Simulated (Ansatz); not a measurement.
The multiplicity is imposed and other spin states were not computed.

Species: [Cd(Cl)(Br)] (charge 0, multiplicity 1).

### Question
Give a relaxed geometry from r2SCAN-D4/def2-SVP run with Ansatz (a first-principles code).

### Answer
the end point of this relaxation.
Cartesian coordinates (Å) in one orientation:
```xyz
3

Cd     0.017     0.005    -0.005
Cl    -2.091    -0.581     0.638
Br     2.236     0.621    -0.682
```
